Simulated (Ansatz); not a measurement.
Isolated molecules relaxed with PBE0-D4/def2-TZVP in Ansatz; ΔE leaves out vibrations. CBS: MP2 limit from def2 TZ/QZ plus the TZ coupled-cluster correction, frozen cores. This one scheme is used for every species. One conformer a species, not always the lowest.

Consider the substitution at a C–O bond: `CCOC(F)F` + `OB(Cl)Cl` → `CCOB(Cl)Cl` + `OC(F)F`.

```json
{"species": "`CCOC(F)F`", "CCSD/def2-SVP energy (Eh)": "-391.54921"}
{"species": "`OB(Cl)Cl`", "CCSD/def2-SVP energy (Eh)": "-1019.47307"}
{"species": "`CCOB(Cl)Cl`", "CCSD/def2-SVP energy (Eh)": "-1097.78611"}
{"species": "`OC(F)F`", "CCSD/def2-SVP energy (Eh)": "-313.23810"}
```

(1) Work out ΔE.

Largest T1 diagnostic among the species: 0.012.

## Answers

(1) ΔE = (-1097.78611) + (-313.23810) − (-391.54921) − (-1019.47307) = -0.00193 Eh = -5.1 kJ/mol. CCSD(T)/CBS gives -4.2 kJ/mol.

Leaving LDA and LC-ωPBE aside and taking each functional with its dispersion term where it has one, the values, not all of them listed here, spread over 5.9 kJ/mol, from BLYP-D4 to B97M-V. In def2-TZVPP, CCSD(T) changes the Hartree–Fock value by −4.6 kJ/mol (the triples alone add −1.1 kJ/mol) and MP2 by −5.9 kJ/mol.
